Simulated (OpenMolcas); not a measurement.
# P: effect of the IPEA shift

```yaml
Program: OpenMolcas
Basis: ANO-RCC-VTZP [5s4p2d1f]
Scalar_Hamiltonian: DKH2, point nucleus
Active_space: 5 electrons in 4 orbitals (3s 3p)
State_averaging: 2S+1 = 4 odd, 1 root; 2S+1 = 2 odd, 8 roots
Spin-orbit_coupling: state interaction with AMFI integrals over the reference wave functions, term energies averaged over their components
```

Methods on the same reference wave functions:
A. CASSCF
B. SS-CASPT2, IPEA 0 Eh, imaginary shift 0.1 Eh (closed shells correlated: 2s 2p)
C. SS-CASPT2, IPEA 0.25 Eh, imaginary shift 0.1 Eh (closed shells correlated: 2s 2p)

Energies in eV above 3s² 3p³ ⁴S°_3/2, the measured ground level; measured values from NIST Handbook of Basic Atomic Spectroscopic Data.

```tsv
Level	A	B	C	Measured
3s² 3p³ ⁴S°_3/2	0.0000	0.0000	0.0000	0.0000
3s² 3p³ ²D°_3/2	1.9047	1.497	1.469	1.4086
3s² 3p³ ²D°_5/2	1.9061	1.499	1.471	1.4105
3s² 3p³ ²P°_1/2	2.5730	2.394	2.349	2.3213
3s² 3p³ ²P°_3/2	2.5736	2.395	2.349	2.3245
```

Deviations, from unrounded energies. A percentage is the sum of absolute deviations over the sum of measured energies, with the sign that they share, or ± where signs differ.

```json
{"Against measurement": "mean absolute deviation (cm-1)", "Levels": "4", "A": "3000", "B": "650", "C": "350"}
{"Against measurement": "other terms of the ground configuration (%)", "Levels": "4", "A": "+20.0", "B": "+4.3", "C": "+2.3"}
```

C lies closest to measurement on these levels and A furthest from it. The largest miss of C in the table is 3s² 3p³ ²D°_3/2, by +490 cm-1. The ranking rests on the paired levels alone, and a cruder setting can come out closer through cancelling errors.

Between B and C the level of the table that moves most is 3s² 3p³ ²P°_1/2, by 370 cm-1 (lowest in C, highest in B). Moves below CASPT2's spread within the term are not significant.

From A to B the spin-free energies of the other terms of 3s² 3p³ shown, above ⁴S°, scale by factors of 0.79 to 0.93.

The lowest spin-free term lies below A's lowest term by 0.112 hartree in B, 0.099 hartree in C.

CASPT2 breaks the degeneracy within a term, and the mean is taken; among the terms shown or strongly mixed into the levels shown the widest spread is 240 cm-1 (3s² 3p³ ²D°, C). No level of 3s 3p⁴ was computed, though it lies in the active space. Without dynamic correlation excited terms often stand tens of per cent too high (terms of higher spin than the ground term too low), and those without a measured partner can miss by more than the paired ones (holds for A). Computed and measured levels are paired by configuration, term and J; levels that our copy of the source lacks, or whose pairing is in doubt (as where it misses far off the trend of its configuration), stay unpaired and out of the deviations. Levels of configurations outside the active space are missing.

° marks odd parity.
